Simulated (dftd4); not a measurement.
C6H17N2Si (SMILES [CH2][Si](C)(N(C)C)N(C)C), doublet, geometry from GFN2-xTB; D4 for tpss run with dftd4 4.2.0.

The dftd4 input:
```
$ dftd4 mol.xyz --func tpss --charge 0 --json dftd4.json --noedisp --grad

# file mol.xyz
26

C      0.25366984     1.53643358     1.62336986
Si     0.10184553     0.57715978     0.05179822
C      0.26386120     1.72617897    -1.45996569
N     -1.41665354    -0.27679414    -0.11924646
C     -2.59400151     0.37539461    -0.62058099
C     -1.73362300    -1.36142921     0.77178281
N      1.25984090    -0.71239725     0.10144041
C      2.55517453    -0.51112143     0.69150995
C      1.27171034    -1.74932415    -0.89911921
H      0.00927422     2.58337380     1.67580067
H      0.29825445     1.05028802     2.58349626
H     -0.35857494     2.61015670    -1.37187057
H     -0.00167767     1.22099954    -2.38376509
H      1.29036193     2.06528291    -1.55661148
H     -3.22054656    -0.34765693    -1.15245346
H     -2.31392423     1.16790131    -1.30631951
H     -3.19623104     0.80910193     0.18839840
H     -0.81325810    -1.79744963     1.14639509
H     -2.30320628    -2.12830908     0.23725211
H     -2.33871686    -1.02340860     1.62202806
H      2.48515752     0.25852465     1.45509535
H      3.30062962    -0.19612082    -0.05086734
H      2.90697925    -1.44157892     1.14832838
H      1.57720845    -2.69924582    -0.44744605
H      1.97345564    -1.52206732    -1.71246483
H      0.27591702    -1.86248333    -1.31750929
```

Problem. Write the output that dftd4 gives for this input, abridged.

Solution. 
```
                    ____  _____ _____     ____  _  _
      -------------|  _ \|  ___|_   _|---|  _ \| || |------------
     |             | | | | |_    | | ___ | | | | || |_           |
     |             | |_| |  _|   | ||___|| |_| |__   _|          |
     |             |____/|_|     |_|     |____/   |_|            |
     |             ===================================           |
     |            E. Caldeweyher, S. Ehlert & S. Grimme          |
     |          Mulliken Center for Theoretical Chemistry        |
     |                    University of Bonn                     |
      -----------------------------------------------------------

Rational (Becke-Johnson) damping: tpss-D4-ATM
---------------------
  s6         1.0000
  s8         1.7660
  s9         1.0000
  a1         0.4282
  a2         4.5426
 alp        16.0000
--------------------

Dispersion energy:      -3.6063458390220E-02 Eh

Gradient norm:           2.5881981704640E-03 Eh/a0
--------------------------------------------------
     #    Z           dE/dx      dE/dy      dE/dz
--------------------------------------------------
     1    6 C     1.503E-04  7.411E-04  8.533E-04
     2   14 Si    8.443E-05  3.386E-04 -1.375E-05
     3    6 C     1.012E-04  7.558E-04 -6.630E-04
     4    7 N    -7.090E-04 -2.302E-04 -2.199E-05
     5    6 C    -7.125E-04  1.049E-04 -1.780E-04
     6    6 C    -5.432E-04 -4.504E-04  3.193E-04
     7    7 N     6.013E-04 -4.312E-04  3.317E-05
     8    6 C     6.637E-04 -1.030E-04  2.004E-04
     9    6 C     3.914E-04 -5.776E-04 -3.738E-04
    10    1 H     6.475E-06  1.769E-04  1.713E-04
    11    1 H     9.385E-06  1.489E-04  2.323E-04
    12    1 H     5.831E-05  1.692E-04 -1.512E-04
    13    1 H     4.501E-05  1.820E-04 -1.966E-04
    14    1 H     2.602E-05  1.917E-04 -1.749E-04
    15    1 H    -1.764E-04 -6.345E-07 -7.056E-05
    16    1 H    -1.806E-04  3.167E-05 -7.732E-05
    17    1 H    -2.066E-04  2.812E-05 -2.946E-05
    18    1 H    -1.607E-04 -1.510E-04  9.412E-05
    19    1 H    -1.511E-04 -1.467E-04  5.637E-05
    20    1 H    -1.490E-04 -1.289E-04  1.019E-04
    21    1 H     1.688E-04 -2.445E-05  8.361E-05
    22    1 H     2.042E-04 -3.736E-05  3.911E-05
    23    1 H     1.664E-04 -6.071E-05  7.296E-05
    24    1 H     9.944E-05 -1.768E-04 -7.422E-05
    25    1 H     1.040E-04 -1.620E-04 -1.169E-04
    26    1 H     1.088E-04 -1.879E-04 -1.161E-04
--------------------------------------------------

Virial:
--------------------------------------------------
      component           x          y          z
--------------------------------------------------
          x       2.131E-02 -8.727E-04  3.445E-04
          y      -8.727E-04  1.575E-02 -1.860E-04
          z       3.445E-04 -1.860E-04  1.149E-02
--------------------------------------------------

[Info] Dispersion results written to 'dftd4.txt'
[Info] JSON dump of results written to 'dftd4.json'
```
